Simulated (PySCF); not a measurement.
# [CoS2]-, singlet: computed properties

Computed with B3LYP/[Co def2-SVPD, S def2-SVPD], no relativity, density fitting, PySCF.

The structure is a minimum.

| Quantity | Value |
| --- | --- |
| Point group | C2v |
| Bond lengths | Co–S 1.994 Å (×2) |
| Bond angles | S–Co–S 144.5° |
| Entropy at 298.15 K and 1 bar | 287.8 J/(mol K) |
| Rotational symmetry number | 2 |
| Principal quadrupole moments (Buckingham, traceless) about the centre of mass | -17.23, 7.70, 9.53 D Å |
| Enthalpy at 298.15 K above 0 K | 13.07 kJ/mol |
| Highest occupied level | -1.59 eV |
| Dipole moment about the centre of mass | 1.21 D |
| Zero-point energy | 6.5 kJ/mol |
| Principal polarisabilities | 70.0, 80.7, 209.0 bohr³ |
| Lowest empty level | 0.96 eV |
| Rotational constants | 1.487, 0.07314, 0.06971 cm⁻¹ |
| Heat capacity Cp at 298.15 K | 51.9 J/(mol K) |

Harmonic modes (masses in u: Co 58.933, S 31.972):
| symmetry | ω (cm⁻¹) | IR (km/mol) | μ (u) |
| --- | --- | --- | --- |
| a1 | 93 | 3.1 | 39.23 |
| a1 | 442 | 12.0 | 33.76 |
| b2 | 560 | 244 | 41.36 |

In C2v the vibrations span 2a1 + b2. Here b1 is antisymmetric to the molecular plane and b2 lies in it.

Charges (e); Mulliken and Löwdin values are unreliable with diffuse functions:
```
atom  Mulliken  Löwdin  polar tensor  Mayer order to Co1
 Co1      0.28    0.02          0.75                   –
S2,3     -0.64   -0.51         -0.88                1.82
```

Mulliken populations on Co1: s 6.75, p 12.49, d 7.48, f 0.00.

Outer orbital energies (eV). occupied: -3.76, -3.46, -2.92, -2.69, -2.45, -2.08, -1.74, -1.59; empty: 0.96, 1.24, 3.35, 3.95.

Only a few start shapes were tried, so a lower isomer may exist. The lowest empty level of this anion is unbound, so it and the gap depend on the basis. At this level a quintet minimum of D∞h symmetry lies 115 kJ/mol below this structure. At the minimum of this search the closed-shell solution is unstable towards spin polarisation, so a lower open-shell solution exists.

The final relaxation and frequency run took 76 s on 2 threads of a shared Arm Neoverse N1 host, with 88 basis functions and 7 gradients; the process peaked at 0.83 GiB.
